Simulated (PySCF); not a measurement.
Two species compared at the same levels of theory.

First species: C₂H₇FSSi.
SMILES with atom numbers: `[CH3:1][C@H:2]([F:3])[SiH2:4][SH:5]` (hydrogens: H6, H7, H8 on C1; H9 on C2; H10, H11 on Si4; H12 on S5)

Second species: thiourea, CH4N2S.
SMILES: `NC(N)=S`

Levels: wB97X-D/def2-SVPD for dipole moment, HOMO energy, LUMO energy, HOMO–LUMO gap, static isotropic polarisability and electronic spatial extent ⟨r²⟩ about the centre of nuclear charge; TDDFT wB97X-D/def2-SVPD for lowest singlet excitation; TDA wB97X-D/def2-SVPD for lowest triplet excitation (Tamm–Dancoff); GFN2-xTB for rotational constant A and rotational constant C. Geometries: GFN2-xTB. Each species is one conformer at its optimised geometry, gas phase, non-relativistic unless stated; the electronic structure was computed with PySCF and density fitting.

Dipoles, sizes and rotational constants follow the conformer. The torsions of the flexible species, by atom-mapped SMILES:
- `[CH3:1][C@H:2]([F:3])[SiH2:4][SH:5]`: C1–C2–Si4–S5 180°, H–S5–Si4–C2 -36°
- `[NH2:1][C:2]([NH2:3])=[S:4]`: H–N1–C2–N3 -170°, H–N1–C2–N3 -14°, H–N3–C2–N1 -14°, H–N3–C2–N1 -170°

Values for the first species:

* Dipole moment: 2.25 D
* HOMO energy: -9.24 eV
* LUMO energy: 1.65 eV
* HOMO–LUMO gap: 10.89 eV
* Lowest singlet excitation: 6.32 eV
* Lowest triplet excitation (Tamm–Dancoff): 5.92 eV
* Static isotropic polarisability: 73.2 au
* Electronic spatial extent ⟨r²⟩ about the centre of nuclear charge: 855 bohr²
* Rotational constant A: 5.884 GHz
* Rotational constant C: 1.383 GHz

Question: Estimate the same properties for the second species, and the change in each.

Answer: 
```csv
property,first,second,second less first
dipole moment,2.25 D,5.35 D,+3.10 D
HOMO energy,-9.24 eV,-7.92 eV,+1.32 eV
LUMO energy,1.65 eV,1.47 eV,-0.18 eV
HOMO–LUMO gap,10.89 eV,9.39 eV,-1.50 eV
lowest singlet excitation,6.32 eV,4.19 eV,-2.13 eV
lowest triplet excitation (Tamm–Dancoff),5.92 eV,3.91 eV,-2.01 eV
static isotropic polarisability,73.2 au,54.9 au,-18.3 au
electronic spatial extent ⟨r²⟩ about the centre of nuclear charge,855 bohr²,358 bohr²,-497 bohr²
rotational constant A,5.884 GHz,10.467 GHz,+4.583 GHz
rotational constant C,1.383 GHz,3.522 GHz,+2.139 GHz
```

On the first: No computed singlet falls in the visible range (750 to 380 nm, 1.65 to 3.26 eV); S1 lies 3.06 eV above its blue end. A dipole of 2.25 D is allowed in C1, and pure rotational transitions are dipole-allowed.

On the second: The polarisability is 8.13 Å³ as a volume (1 au = 0.148185 Å³), or 1.37 au for each of the 40 electrons. In wavenumbers S1 is 33800 cm⁻¹ (1 eV = 8065.54 cm⁻¹).
